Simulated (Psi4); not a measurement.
CH₃AlCl₂S (SMILES C[S][Al]([Cl])[Cl]), singlet, geometry from GFN2-xTB (such geometries of metal compounds can be far from the true shape); CAM-B3LYP/cc-pV(T+d)Z run with Psi4.

The Psi4 input:
```
memory 2 GB

molecule mol {
0 1
Al    0.104519    0.026222    0.421141
Cl    0.116506   -0.868303    2.237082
Cl    0.841457    1.891273    0.081478
S    -0.767268   -1.133380   -1.238524
C    -0.604802   -0.022376   -2.691693
H    -0.134179    0.914245   -2.407506
H    -1.600901    0.159012   -3.081632
H    -0.003941   -0.536291   -3.434676
}

set {
  basis cc-pv(t+d)z
  reference rks
}

energy('cam-b3lyp')
print_variables()
```

What the program printed (banner, timings and long lists left out):

```
   => Loading Basis Set <=

    Name: CC-PV(T+D)Z
    Role: ORBITAL
    Keyword: BASIS

         ---------------------------------------------------------
                                   SCF
               by Justin Turney, Rob Parrish, Andy Simmonett
                          and Daniel G. A. Smith
                              RKS Reference
         ---------------------------------------------------------

  ==> Geometry <==

    Molecular point group: c1
    Full point group: C1

    Geometry (in Angstrom), charge = 0, multiplicity = 1:

       Center              X                  Y                   Z               Mass
    ------------   -----------------  -----------------  -----------------  -----------------
         AL           0.085219034770     0.022638303846     0.340897137866    26.981538530000
         CL           0.097206034770    -0.871886696154     2.156838137866    34.968852682000
         CL           0.822157034770     1.887689303846     0.001234137866    34.968852682000
         S           -0.786567965230    -1.136963696154    -1.318767862134    31.972071174400
         C           -0.624101965230    -0.025959696154    -2.771936862134    12.000000000000
         H           -0.153478965230     0.910661303846    -2.487749862134     1.007825032230
         H           -1.620200965230     0.155428303846    -3.161875862134     1.007825032230
         H           -0.023240965230    -0.539874696154    -3.514919862134     1.007825032230

  Running in c1 symmetry.

  Rotational constants: A =      0.07329  B =      0.04696  C =      0.02878 [cm^-1]
  Rotational constants: A =   2197.23835  B =   1407.93825  C =    862.75562 [MHz]
  Nuclear repulsion =  391.490885516077924

  Charge       = 0
  Multiplicity = 1
  Electrons    = 72
  Nalpha       = 36
  Nbeta        = 36

  ==> Algorithm <==

  SCF Algorithm Type is DF.
  DIIS enabled.
  MOM disabled.
  Fractional occupation disabled.
  Guess Type is SAD.
  Energy threshold   = 1.00e-06
  Density threshold  = 1.00e-06
  Integral threshold = 1.00e-12

  ==> Primary Basis <==

  Basis Set: CC-PV(T+D)Z
    Blend: CC-PV(T+D)Z
    Number of shells: 80
    Number of basis functions: 228
    Number of Cartesian functions: 260
    Spherical Harmonics?: true
    Max angular momentum: 3

  ==> DFT Potential <==

   => LibXC <=

    Version 7.1.2
    S. Lehtola, C. Steigemann, M. J. T. Oliveira, and M. A. L. Marques,  SoftwareX 7, 1–5 (2018) (10.1016/j.softx.2017.11.002)

   => Composite Functional: CAM-B3LYP <=

    CAM-B3LYP Hyb-GGA Exchange-Correlation Functional

    T. Yanai, D. P. Tew, and N. C. Handy,  Chem. Phys. Lett. 393, 51 (2004) (10.1016/j.cplett.2004.06.011)

    Deriv               =              1
    GGA                 =           TRUE
    Meta                =          FALSE

    Exchange Hybrid     =           TRUE
    MP2 Hybrid          =          FALSE

   => Exchange Functionals <=

    0.3500         Becke 88 [omega = 0.3300]
    0.4600   Short-range recipe for B88 functional - erf [omega = 0.3300]

   => Exact (HF) Exchange <=

    0.4600            HF,LR [omega = 0.3300]
    0.1900               HF

   => Correlation Functionals <=

    0.1900   Vosko, Wilk & Nusair (VWN5)
    0.8100   Lee, Yang & Parr

   => LibXC Density Thresholds  <==

    XC_HYB_GGA_XC_CAM_B3LYP:  1.00E-14

   => Molecular Quadrature <=

    Radial Scheme          =       TREUTLER
    Pruning Scheme         =           NONE
    Nuclear Scheme         =       TREUTLER

    Blocking Scheme        =         OCTREE
    BS radius alpha        =              1
    Pruning alpha          =              1
    Radial Points          =             75
    Spherical Points       =            302
    Total Points           =         171542
    Total Blocks           =           1387
    Max Points             =            255
    Max Functions          =            218
    Weights Tolerance      =       1.00E-15

   => Loading Basis Set <=

    Name: (CC-PV(T+D)Z AUX)
    Role: JKFIT
    Keyword: DF_BASIS_SCF

  ==> Integral Setup <==

  SCF_SUBTYPE=INCORE selected. In-core MEM_DF algorithm will be used.
  Using in-core AOs.

  ==> MemDFJK: Density-Fitted J/K Matrices <==

    J tasked:                   Yes
    K tasked:                   Yes
    wK tasked:                  Yes
    Omega:                3.300E-01
    Algorithm:                 Core
    Schwarz Cutoff:           1E-12
    Mask sparsity (%):       7.7216
    Fitting Condition:        1E-10

   => Auxiliary Basis Set <=

  Basis Set: (CC-PV(T+D)Z AUX)
    Blend: CC-PVTZ-JKFIT
    Number of shells: 203
    Number of basis functions: 653
    Number of Cartesian functions: 781
    Spherical Harmonics?: true
    Max angular momentum: 4

  Minimum eigenvalue in the overlap matrix is 1.5033665865E-03.
  Reciprocal condition number of the overlap matrix is 2.2084114557E-04.
    Using symmetric orthogonalization.

  ==> Pre-Iterations <==

  SCF Guess: Superposition of Atomic Densities via on-the-fly atomic UHF (no occupation information).

   -------------------------
    Irrep   Nso     Nmo
   -------------------------
     A        228     228
   -------------------------
    Total     228     228
   -------------------------

  ==> Iterations <==

                           Total Energy        Delta E     RMS |[F,P]|

   @DF-RKS iter SAD: -1600.71731008556594   -1.60072e+03   0.00000e+00
   @DF-RKS iter   1: -1601.05714437356164   -3.39834e-01   2.70573e-03 ADIIS/DIIS
   @DF-RKS iter   2: -1601.11209050817479   -5.49461e-02   2.11773e-03 ADIIS/DIIS
   @DF-RKS iter   3: -1601.22032480371831   -1.08234e-01   3.40545e-04 ADIIS/DIIS
   @DF-RKS iter   4: -1601.22305833421706   -2.73353e-03   5.10114e-05 DIIS
   @DF-RKS iter   5: -1601.22313659959013   -7.82654e-05   1.45731e-05 DIIS
   @DF-RKS iter   6: -1601.22314200307369   -5.40348e-06   4.20965e-06 DIIS
   @DF-RKS iter   7: -1601.22314249576516   -4.92691e-07   1.17035e-06 DIIS
   @DF-RKS iter   8: -1601.22314253484319   -3.90780e-08   2.42299e-07 DIIS
  Energy and wave function converged.

  ==> Post-Iterations <==

   Electrons on quadrature grid:
      Ntotal   =   72.0000056562 ; deviation = 5.656e-06

    Orbital Energies [Eh]
    ---------------------

    Doubly Occupied:

[...]
    Virtual:

[...]
    Final Occupation by Irrep:
              A
    DOCC [    36 ]
    NA   [    36 ]
    NB   [    36 ]

  @DF-RKS Final Energy: -1601.22314253484319

   => Energetics <=

    Nuclear Repulsion Energy =            391.4908855160779240
    One-Electron Energy =               -2992.0482275895737985
    Two-Electron Energy =                1081.2067750178357528
    DFT Exchange-Correlation Energy =     -81.8725754791831406
    Empirical Dispersion Energy =           0.0000000000000000
    VV10 Nonlocal Energy =                  0.0000000000000000
    Total Energy =                      -1601.2231425348431912

Computation Completed

Properties will be evaluated at   0.000000,   0.000000,   0.000000 [a0]

Properties computed using the SCF density matrix

 Multipole Moments:

 ------------------------------------------------------------------------------------
     Multipole            Electronic (a.u.)      Nuclear  (a.u.)        Total (a.u.)
 ------------------------------------------------------------------------------------

 L = 1.  Multiply by 2.5417464519 to convert [e a0] to [Debye]
 Dipole X            :          2.6463436           -2.6259644            0.0203792
 Dipole Y            :          0.8145835           -0.4875874            0.3269961
 Dipole Z            :         10.3661926          -10.9180081           -0.5518155
 Magnitude           :                                                    0.6417493

 ------------------------------------------------------------------------------------

  Variable Map:
  ----------------------------------------------------------------------------
[...]
  Array Variable Map:
  ----------------------------------------------------------------------------
[...]
[...]
```
